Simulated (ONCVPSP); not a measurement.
# Before and after: ONCV potential for germanium

| Property | Result |
| --- | --- |
| Element | Ge (Z = 32) |
| Generator | ONCVPSP 4.0.1 |
| Type | optimised norm-conserving Vanderbilt (ONCV) |
| Functional | PBE |
| Relativity | fully relativistic |
| Frozen core | [Ar] 3d10 |
| Valence charge | 4 |
| Reference configuration | 4s2 4p1 (charge +1) |
| Partial waves | 4s: rc 1.85 bohr, ncon 4, nbas 7, qcut 4 1/bohr, 2 projectors, debl 2.1 Ha; 4p: rc 2.15 bohr, ncon 3, nbas 6, qcut 3.1 1/bohr, 2 projectors, debl 3.1 Ha; d scattering state at 0.35 Ha: rc 2.40 bohr, ncon 4, nbas 7, qcut 3.7 1/bohr, 1 projector |
| Local potential | polynomial inside 1.20 bohr (lpopt 5, dvloc0 -1 Ha) |
| Core correction | none |

Open shells are filled in proportion to 2j + 1.

All-electron outer shells of the reference configuration (PBE, scalar-relativistic, ld1.x):

| shell | level (eV) | outermost node (bohr) | outermost maximum (bohr) |
| --- | --- | --- | --- |
| 3p | -124.65 | 0.23 | 0.54 |
| 3d | -38.32 | – | 0.50 |
| 4s | -19.86 | 0.77 | 1.71 |
| 4p | -11.24 | 0.82 | 2.08 |

Change: functional BLYP.

Cutoffs: the cutoffs (Ha) at which the residual kinetic energy of the hardest occupied pseudo-wave falls to 1 and 0.1 mHa per electron; they do not see the model core or the augmentation charge, which bear on the density cutoff. Errors are all-electron minus pseudo energies relative to the spin-unpolarised reference configuration.

Predict the effect on cutoff, ghosts and configuration errors.

The potential gets neither clearly harder nor softer (8.8 Ha and 30 Ha → 9.0 Ha and 30 Ha); of the 4 tests that both files solve, the error grows in 3 and shrinks in 0 by more than 15 % and 0.3 meV (median size 12.5 → 29.1 meV); the range in which the s phases agree narrows (upper end 4.0 → 1.6); neither file shows a bound ghost.

| quantity | base | changed |
| --- | --- | --- |
| cutoff, loose | 8.8 Ha | 9.0 Ha |
| cutoff, tight | 30 Ha | 30 Ha |
| loose cutoff by channel | s 8.8 Ha, p 3.0 Ha | s 9.0 Ha, p 3.1 Ha |
| bound ghosts | none | none |
| GHOST(+) flags under 300 eV | s at 43.7 eV, p3/2 at 146.9 eV, p1/2 at 148.5 eV | s at 44.1 eV, p3/2 at 147.1 eV, p1/2 at 148.7 eV |
| error for 4s2 4p2, meV [ΔE -7.45 → -7.37 eV] | -0.5 | +12 |
| error for 4s2 4p0, meV [ΔE 15.44 → 15.46 eV] | +4.4 | +34 |
| error for 4s1 4p0, meV [ΔE 50.23 → 50.41 eV] | +106 | +283 |
| error for 4s1 4p2, meV [ΔE 8.71 → 8.75 eV] | +21 | +24 |
| s: phases at 1.87 bohr within 0.05 rad from the reference energy up to (Ha; the scan ends near 5) | 4.0 | 1.6 |
| p3/2: phases at 2.18 bohr within 0.05 rad from the reference energy up to (Ha; the scan ends near 5) | 4.4 | 4.4 |
| p1/2: phases at 2.18 bohr within 0.05 rad from the reference energy up to (Ha; the scan ends near 5) | 4.6 | 4.6 |
| d5/2: phases at 2.44 bohr within 0.05 rad from the reference energy up to (Ha; the scan ends near 5) | 1.5 | 1.5 |
| d3/2: phases at 2.44 bohr within 0.05 rad from the reference energy up to (Ha; the scan ends near 5) | 0.9 | 0.9 |
